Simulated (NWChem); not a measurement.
System: C₄H₃ClO; SMILES Clc1ccoc1

Here is an NWChem input.

```
start job
memory heap 200 mb stack 900 mb global 1100 mb
geometry units angstroms
  Cl     1.309823     0.326269     1.377824
  C      0.143303     0.049696     0.161098
  C     -0.952052     0.890740    -0.165526
  C     -1.590840     0.260206    -1.186956
  O     -0.974383    -0.887829    -1.503030
  C      0.080718    -1.019143    -0.685342
  H     -1.208375     1.818643     0.299922
  H     -2.464070     0.521610    -1.750606
  H      0.699719    -1.886270    -0.791133
end
basis spherical
  Cl library def2-svp
  C library def2-svp
  O library def2-svp
  H library def2-svp
end
dft
  xc xpbe96 cpbe96
  iterations 150
end
driver
  maxiter 150
  loose
end
task dft optimize
```

Parts of the log:

```
             Northwest Computational Chemistry Package (NWChem) 7.3.0
             --------------------------------------------------------

 CS  symmetry detected

                             Geometry "geometry" -> ""
                             -------------------------

 Output coordinates in angstroms (scale by  1.889725989 to convert to a.u.)

  No.       Tag          Charge          X              Y              Z
 ---- ---------------- ---------- -------------- -------------- --------------
    1 Cl                  17.0000    -0.02090588     1.98924226     0.00000000
    2 C                    6.0000     0.00145605     0.28126579     0.00000000
    3 C                    6.0000     1.15285975    -0.54825838     0.00000000
    4 C                    6.0000     0.67310102    -1.82056889     0.00000000
    5 O                    8.0000    -0.66773780    -1.82815990     0.00000000
    6 C                    6.0000    -1.07973153    -0.55169748     0.00000000
    7 H                    1.0000     2.17308914    -0.22813454     0.00000000
    8 H                    1.0000     1.17089322    -2.76965632     0.00000000
    9 H                    1.0000    -2.13279176    -0.35849457     0.00000000

 Effective nuclear repulsion energy (a.u.)     264.1172184074

      Symmetry information
      --------------------

 Group name             Cs
 Group number              2
 Group order               2
 No. of unique centers     9

                                Z-matrix (autoz)
                                --------

 Units are Angstrom for bonds and degrees for angles

      Type          Name      I     J     K     L     M      Value
      ----------- --------  ----- ----- ----- ----- ----- ----------
    1 Stretch                  1     2                       1.70812
    2 Stretch                  2     3                       1.41910
    3 Stretch                  2     6                       1.36484
    4 Stretch                  3     4                       1.35976
    5 Stretch                  3     7                       1.06927
    6 Stretch                  4     5                       1.34086
    7 Stretch                  4     8                       1.07171
    8 Stretch                  5     6                       1.34130
    9 Stretch                  6     9                       1.07064
   10 Bend                     1     2     3               126.52082
   11 Bend                     1     2     6               126.86109
   12 Bend                     2     3     4               105.11042
   13 Bend                     2     3     7               126.80866
   14 Bend                     2     6     5               109.72309
   15 Bend                     2     6     9               131.99247
   16 Bend                     3     2     6               106.61809
   17 Bend                     3     4     5               110.98466
   18 Bend                     3     4     8               131.66289
   19 Bend                     4     3     7               128.08092
   20 Bend                     4     5     6               107.56374
   21 Bend                     5     4     8               117.35244
   22 Bend                     5     6     9               118.28444
   23 Torsion                  1     2     3     4         180.00000
   24 Torsion                  1     2     3     7           0.00000
   25 Torsion                  1     2     6     5         180.00000
   26 Torsion                  1     2     6     9           0.00000
   27 Torsion                  2     3     4     5           0.00000
   28 Torsion                  2     3     4     8         180.00000
   29 Torsion                  2     6     5     4           0.00000
   30 Torsion                  3     2     6     5           0.00000
   31 Torsion                  3     2     6     9         180.00000
   32 Torsion                  3     4     5     6           0.00000
   33 Torsion                  4     3     2     6           0.00000
   34 Torsion                  4     5     6     9         180.00000
   35 Torsion                  5     4     3     7         180.00000
   36 Torsion                  6     2     3     7         180.00000
   37 Torsion                  6     5     4     8         180.00000
   38 Torsion                  7     3     4     8           0.00000

  pbe96 is a nonlocal functional; adding pw91lda local functional.

                           NWChem Geometry Optimization
                           ----------------------------

[...]

      ----------------------
      Optimization converged
      ----------------------

  Step       Energy      Delta E   Gmax     Grms     Xrms     Xmax
  ---- ---------------- -------- -------- -------- -------- --------
@    3    -688.85131221 -1.0D-05  0.00044  0.00012  0.00176  0.00389
                                     ok       ok       ok       ok

                                Z-matrix (autoz)
                                --------

 Units are Angstrom for bonds and degrees for angles

      Type          Name      I     J     K     L     M      Value     Gradient
      ----------- --------  ----- ----- ----- ----- ----- ---------- ----------
    1 Stretch                  1     2                       1.72472   -0.00007
    2 Stretch                  2     3                       1.43679    0.00000
    3 Stretch                  2     6                       1.37772   -0.00039
    4 Stretch                  3     4                       1.37350   -0.00044
    5 Stretch                  3     7                       1.09436   -0.00014
    6 Stretch                  4     5                       1.36213   -0.00025
    7 Stretch                  4     8                       1.09467   -0.00012
    8 Stretch                  5     6                       1.36224   -0.00026
    9 Stretch                  6     9                       1.09331   -0.00013
   10 Bend                     1     2     3               126.45547    0.00007
   11 Bend                     1     2     6               126.52404   -0.00002
   12 Bend                     2     3     4               105.14349   -0.00002
   13 Bend                     2     3     7               127.05168    0.00003
   14 Bend                     2     6     5               109.38198   -0.00002
   15 Bend                     2     6     9               133.27129   -0.00008
   16 Bend                     3     2     6               107.02049   -0.00005
   17 Bend                     3     4     5               110.82312   -0.00001
   18 Bend                     3     4     8               133.16200   -0.00009
   19 Bend                     4     3     7               127.80482   -0.00000
   20 Bend                     4     5     6               107.63092    0.00011
   21 Bend                     5     4     8               116.01489    0.00010
   22 Bend                     5     6     9               117.34673    0.00010
   23 Torsion                  1     2     3     4         180.00000    0.00000
   24 Torsion                  1     2     3     7           0.00000    0.00000
   25 Torsion                  1     2     6     5         180.00000    0.00000
   26 Torsion                  1     2     6     9           0.00000    0.00000
   27 Torsion                  2     3     4     5           0.00000    0.00000
   28 Torsion                  2     3     4     8         180.00000    0.00000
   29 Torsion                  2     6     5     4           0.00000    0.00000
   30 Torsion                  3     2     6     5           0.00000    0.00000
   31 Torsion                  3     2     6     9         180.00000    0.00000
   32 Torsion                  3     4     5     6           0.00000    0.00000
   33 Torsion                  4     3     2     6           0.00000    0.00000
   34 Torsion                  4     5     6     9         180.00000    0.00000
   35 Torsion                  5     4     3     7         180.00000    0.00000
   36 Torsion                  6     2     3     7         180.00000    0.00000
   37 Torsion                  6     5     4     8         180.00000    0.00000
   38 Torsion                  7     3     4     8           0.00000    0.00000

                         Geometry "geometry" -> "geometry"
                         ---------------------------------

 Output coordinates in angstroms (scale by  1.889725989 to convert to a.u.)

  No.       Tag          Charge          X              Y              Z
 ---- ---------------- ---------- -------------- -------------- --------------
    1 Cl                  17.0000    -0.02492532     2.01816469     0.00000000
    2 C                    6.0000    -0.00012067     0.29361906     0.00000000
    3 C                    6.0000     1.16767471    -0.54340941     0.00000000
    4 C                    6.0000     0.68693475    -1.83003316     0.00000000
    5 O                    8.0000    -0.67517041    -1.83800173     0.00000000
    6 C                    6.0000    -1.09535998    -0.54218325     0.00000000
    7 H                    1.0000     2.21243283    -0.21766554     0.00000000
    8 H                    1.0000     1.17281101    -2.81096977     0.00000000
    9 H                    1.0000    -2.17404471    -0.36398294     0.00000000

 Effective nuclear repulsion energy (a.u.)     260.9330197087

      Symmetry information
      --------------------

 Group name             Cs
 Group number              2
 Group order               2
 No. of unique centers     9

                Final and change from initial internal coordinates
                --------------------------------------------------

                                Z-matrix (autoz)
                                --------

 Units are Angstrom for bonds and degrees for angles

[...]
```

Level: PBE/def2-SVP.
